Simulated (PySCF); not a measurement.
Simulation results for CH5GeO2

All values are calculated (PySCF 2.14.0). Calculation on a computer-drawn molecule: optimised geometry and harmonic frequencies of an isolated molecule of the commonest isotopes, restricted reference for singlets and unrestricted otherwise, frozen core in MP2; on germanium a core potential holds 10 electrons, which the energies leave out, and 3d is frozen in MP2 and coupled-cluster steps.

Entry: CH5GeO2

Start structure:
```xyz
9
CH5GeO2
O     -0.0917    -1.4976    -0.5705
C      1.0540    -1.3634    -0.1046
Ge     1.0572     0.7138     0.7682
O     -0.5812     0.8462     1.0713
H     -0.7785    -1.8865     0.0172
H      1.8634    -1.1717    -0.9129
H      1.4178    -1.9160     0.8133
H      1.7891     2.0642     1.3085
H     -1.1838     1.6105     1.3787
```

It was run with charge 1, multiplicity 1, method HF, basis cc-pVDZ and basis and core potential on germanium cc-pVDZ-PP ECP10MDF.

It finds rotational constants 9.018, 3.364, 2.569 GHz; total energy -483.6190 hartree; convergence status largest gradient component 3.479e-05 hartree/bohr.

Drawn bonds:
```
atom  other atom  order
   1           2      1
   2           3      1
   3           4      1
   1           5      1
   2           6      1
   2           7      1
   3           8      1
   4           9      1
```

Optimised structure:
```xyz
9
CH5GeO2
O     -0.0257    -1.4986    -0.7238
C      1.0991    -1.1950    -0.0013
Ge     0.8567     0.6306     0.7426
O     -0.7452     0.8906     1.2703
H     -0.6703    -1.9584    -0.2007
H      1.9673    -1.1535    -0.6566
H      1.3190    -1.8642     0.8328
H      1.7884     1.8183     0.8975
H     -1.0430     1.7296     1.6085
```

Modes:
```
frequency (cm⁻¹)  reduced mass (dalton)
           46.59                  2.518
           135.3                  4.376
           260.2                  3.237
           352.4                  1.209
           424.6                   1.33
           536.9                  1.519
           587.5                  1.756
             761                  1.142
           851.9                  7.571
           891.5                  1.312
           914.1                  1.209
            1206                  6.565
            1245                  1.021
            1392                  1.178
            1492                  1.213
            1575                  1.108
            2313                  1.022
            3217                  1.061
            3299                  1.108
            4084                  1.068
            4115                  1.068
```
